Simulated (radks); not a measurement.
All-electron atom: In38+ in [Ne] 3s1. Calculated with a radial shooting solver on a logarithmic mesh with Libxc functionals: non-relativistic Kohn-Sham, LDA (Slater exchange, Perdew-Wang correlation), spin-unpolarised, spherical densities, point nucleus; relativity is left out, which matters for an element this heavy.

Unscreened Slater integrals over Kohn-Sham orbitals (cm^-1). Empty in this configuration: 3p.

\begin{tabular}{lr}
integral & value \\ \hline
F0(3s,3s) & 628430 \\
F0(3s,2p) & 822710 \\
G1(3s,2p) & 86902 \\
F0(3s,2s) & 801510 \\
G0(3s,2s) & 68602 \\
F0(3s,1s) & 938360 \\
G0(3s,1s) & 48784 \\
F0(3s,3p) & 643720 \\
G1(3s,3p) & 410080 \\
F0(2p,2p) & 1779800 \\
F2(2p,2p) & 852130 \\
F0(2p,2s) & 1609100 \\
G1(2p,2s) & 900590 \\
F0(2p,1s) & 2406300 \\
G1(2p,1s) & 457770 \\
F0(2p,3p) & 872890 \\
F2(2p,3p) & 228080 \\
G0(2p,3p) & 89863 \\
G2(2p,3p) & 100020 \\
F0(2s,2s) & 1503100 \\
F0(2s,1s) & 2102900 \\
G0(2s,1s) & 206190 \\
F0(2s,3p) & 842060 \\
G1(2s,3p) & 72916 \\
F0(1s,1s) & 6633100 \\
F0(1s,3p) & 1006900 \\
G1(1s,3p) & 109010 \\
F0(3p,3p) & 662720 \\
F2(3p,3p) & 333620 \\
\end{tabular}
